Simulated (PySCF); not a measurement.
disulfane (H2S2), SMILES SS. Atoms are numbered in the order given.

```xyz
4

S      1.0303    -0.0686     0.0556
S     -1.0303     0.0686     0.0556
H      1.2974     0.8713    -0.8901
H     -1.2974    -0.8713    -0.8901
```

The structure is a stationary point at PBE-D3(BJ)/def2-TZVP.

Level of theory: PBE-D3(BJ)/def2-TZVP (PySCF).

Frequencies are harmonic and unscaled.

```json
[
 {"mode": "1", "ν (cm⁻¹)": "455", "IR (km/mol)": "13.2", "moving atoms (share of kinetic energy)": "H 95 %"},
 {"mode": "2", "ν (cm⁻¹)": "504", "IR (km/mol)": "0.2", "moving atoms (share of kinetic energy)": "S 99 %"},
 {"mode": "3", "ν (cm⁻¹)": "866", "IR (km/mol)": "0.1", "moving atoms (share of kinetic energy)": "H 97 %"},
 {"mode": "4", "ν (cm⁻¹)": "869", "IR (km/mol)": "8.0", "moving atoms (share of kinetic energy)": "H 94 %"},
 {"mode": "5", "ν (cm⁻¹)": "2549", "IR (km/mol)": "2.0", "moving atoms (share of kinetic energy)": "H 97 %"},
 {"mode": "6", "ν (cm⁻¹)": "2553", "IR (km/mol)": "8.1", "moving atoms (share of kinetic energy)": "H 97 %"}
]
```
